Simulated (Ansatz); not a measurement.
`[O]=[Mo]([OH])([OH])([OH])[Cl]` and `[O]=[W]([OH])([OH])([OH])[Cl]` differ in one element.

Ansatz, PBE0-D4/def2-TZVP geometries, multiplicity 1. Each molecule was computed in one conformer, which needn't be the lowest.

Elements past krypton have def2 core potentials.

```tsv
property	`[O]=[Mo]([OH])([OH])([OH])[Cl]`
HOMO–LUMO gap (B3LYP/def2-TZVPP) / eV	4.54
HOMO energy (PBE/def2-TZVPP) / eV	-7.11
LUMO energy (PBE0/def2-TZVPP) / eV	-3.54
LUMO energy (B3LYP/def2-TZVPP) / eV	-3.77
HOMO energy (ωB97M-V/def2-TZVPP) / eV	-10.88
HOMO–LUMO gap (PBE/def2-TZVPP) / eV	2.89
```

Q: What does the change do to each property? (An estimate is asked.)

A: Computed: 
| property | `[O]=[W]([OH])([OH])([OH])[Cl]` | shift |
| --- | --- | --- |
| HOMO–LUMO gap (B3LYP/def2-TZVPP) / eV | 5.38 | 0.84 |
| HOMO energy (PBE/def2-TZVPP) / eV | -7.16 | -0.05 |
| LUMO energy (PBE0/def2-TZVPP) / eV | -2.66 | 0.88 |
| LUMO energy (B3LYP/def2-TZVPP) / eV | -2.89 | 0.88 |
| HOMO energy (ωB97M-V/def2-TZVPP) / eV | -10.79 | 0.09 |
| HOMO–LUMO gap (PBE/def2-TZVPP) / eV | 3.78 | 0.89 |

B3LYP here is the variant with VWN-RPA as its local correlation; programs differ in this.
